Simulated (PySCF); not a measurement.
Job file and geometry (Å, from GFN2-xTB) of an NMR shielding run on `ClB(Cl)[C@@H]1C=COCC1`, C5H7BCl2O, GIAO PBE0/pcSseg-1 NMR shielding, non-relativistic, gas phase (PySCF 2.14.0, density-fitted response routines); density fitting, a coarse starting grid and PySCF grid level 2 are the driver's defaults:

```
$ OMP_NUM_THREADS=1 python probes_run.py task.json out

{"job": {"kind": "nmr", "xc": "PBE0", "basis": "pcSseg-1"}, "charge": 0, "multiplicity": 1}
Cl     1.450779    -1.594181     1.990814
B      1.785599    -0.376554     0.824393
Cl     3.167804     0.614414     1.070837
C      0.860426    -0.134769    -0.459627
C      0.367017     1.298390    -0.460070
C     -0.902175     1.604081    -0.222497
O     -1.892316     0.732902     0.082076
C     -1.461475    -0.585301     0.362898
C     -0.364648    -1.052701    -0.591116
H      1.481579    -0.257351    -1.356646
H      1.080679     2.073768    -0.676527
H     -1.278259     2.615565    -0.271878
H     -1.095595    -0.630415     1.396711
H     -2.351914    -1.212251     0.276705
H     -0.746334    -0.999465    -1.612321
H     -0.108766    -2.087189    -0.365164
```

Q: Write the output of this run.

A: 
```
coarse grid: 15192 points
cycle   1  E = -1214.4373812017  dE =  1.430e+00  |g| = 5.375e-01  |ddm| = 3.699e+00
cycle   2  E = -1214.4036526864  dE =  3.373e-02  |g| = 7.023e-01  |ddm| = 1.009e+00
cycle   3  E = -1214.4976980202  dE = -9.405e-02  |g| = 1.097e-01  |ddm| = 6.245e-01
cycle   4  E = -1214.4995152175  dE = -1.817e-03  |g| = 5.322e-02  |ddm| = 1.231e-01
cycle   5  E = -1214.5001496562  dE = -6.344e-04  |g| = 1.277e-02  |ddm| = 5.378e-02
cycle   6  E = -1214.5001854150  dE = -3.576e-05  |g| = 4.040e-03  |ddm| = 1.322e-02
cycle   7  E = -1214.5001888026  dE = -3.388e-06  |g| = 1.017e-03  |ddm| = 3.829e-03
final grid: 139552 points
cycle   8  E = -1214.5607658062  dE = -4.427e-05  |g| = 1.208e-02  |ddm| = 3.179e-02
cycle   9  E = -1214.5607299280  dE =  3.588e-05  |g| = 1.823e-02  |ddm| = 2.047e-02
cycle  10  E = -1214.5607927158  dE = -6.279e-05  |g| = 2.312e-03  |ddm| = 1.363e-02
cycle  11  E = -1214.5607938277  dE = -1.112e-06  |g| = 5.876e-04  |ddm| = 2.547e-03
cycle  12  E = -1214.5607939073  dE = -7.960e-08  |g| = 1.243e-04  |ddm| = 5.887e-04
cycle  13  E = -1214.5607939106  dE = -3.364e-09  |g| = 4.223e-05  |ddm| = 1.327e-04
cycle  14  E = -1214.5607939110  dE = -3.902e-10  |g| = 8.465e-06  |ddm| = 4.120e-05
converged SCF energy = -1214.5607939110

GIAO shielding tensors (ppm)
atom      isotropic    diamagn.    paramagn.     s11        s22        s33       span
  0 Cl     698.033    1147.701    -449.667    426.389    727.866    939.845    513.456
  1 B       39.398     189.665    -150.267     -0.570     35.564     83.199     83.769
  2 Cl     677.632    1147.073    -469.441    390.891    729.382    912.622    521.731
  3 C      152.275     248.464     -96.190    128.250    153.189    175.386     47.136
  4 C       85.390     258.299    -172.910     -4.141    104.665    155.645    159.787
  5 C       34.428     247.776    -213.348    -69.826     61.334    111.775    181.601
  6 O      215.022     394.844    -179.822    104.439    206.237    334.392    229.953
  7 C      120.323     246.559    -126.236     96.744    107.293    156.932     60.188
  8 C      159.509     247.363     -87.854    149.715    159.439    169.374     19.659
  9 H       29.450      30.430      -0.980     24.897     28.263     35.190     10.293
 10 H       26.808      32.107      -5.298     23.818     27.271     29.336      5.518
 11 H       25.107      28.882      -3.775     21.753     25.606     27.963      6.210
 12 H       27.571      30.475      -2.903     22.045     28.494     32.175     10.130
 13 H       27.402      28.923      -1.521     22.581     27.098     32.526      9.945
 14 H       29.804      30.323      -0.519     25.201     27.337     36.873     11.672
 15 H       29.678      30.693      -1.015     25.216     29.345     34.473      9.256
```

Size and cost of the density-fitted run: 202 basis functions, 68 s wall time on 1 thread of an Arm Neoverse N1, shared host; peak memory 0.91 GiB.
